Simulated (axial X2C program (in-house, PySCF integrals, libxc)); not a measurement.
# GeH: cheaper levels and CCSD(T), 2c

All values were computed with an in-house all-electron X2C program for linear molecules (integrals from PySCF). Two-component (2c) means X2C with spin–orbit coupling and atomic mean-field two-electron Coulomb and Gaunt terms. Basis: Ge dyall-cv3z [9s9p7d4f1g], H dyall-v3z [6s2p1d] (cores contracted in-house); Gaussian nuclei, density fitting, unrestricted open shells. Masses: Ge 73.921 u, H 1.008 u.

State: Ω = 1/2 (⟨Sz⟩ = -0.50, ⟨Lz⟩ = 1.00 at HF); fragments Ge + H.

| level | Re (Å) | ωe (cm⁻¹) |
| --- | --- | --- |
| PBE0 | 1.597 | 1882.8 |
| HF | 1.584 | 1977.4 |
| MP2 | 1.571 | 1965.5 |
| CCSD | 1.584 | 1904.5 |
| r2SCAN0 | 1.585 | 1926.6 |

Correlated methods: 15 electrons correlated (number of frozen shells: Ge 3 s, 2 p; H none), 167 virtual spin orbitals or spinors in MP2, 90 natural virtuals in coupled cluster.

CCSD(T), same Hamiltonian and basis:

Re = 1.587 Å, ωe = 1883.7 cm⁻¹; T1 = 0.013 (Lee–Taylor normalisation).

(1) Give the differences from CCSD(T) in the columns below.

Occupations by symmetry block were frozen at the best pattern of an incomplete PBE0 search. De is not given where an atomic determinant may have missed its ground term or J level, or where the truncated virtual space spoils (T). Density functionals use the spin component along the axis (collinear). Coupled cluster ran in a truncated set of natural virtual spinors; the MP2 energy of the rest was added. (T) has no such correction and the atoms are truncated less, which lowers De at CCSD(T) by a hundredth of an eV or more. The functionals have no current-density term, which raises determinants with orbital currents, atoms included.

## Answers

(1) 

| level | ΔRe (Å) | Δωe (cm⁻¹) |
| --- | --- | --- |
| PBE0 | 0.010 | -1 |
| HF | -0.003 | 94 |
| MP2 | -0.016 | 82 |
| CCSD | -0.003 | 21 |
| r2SCAN0 | -0.002 | 43 |
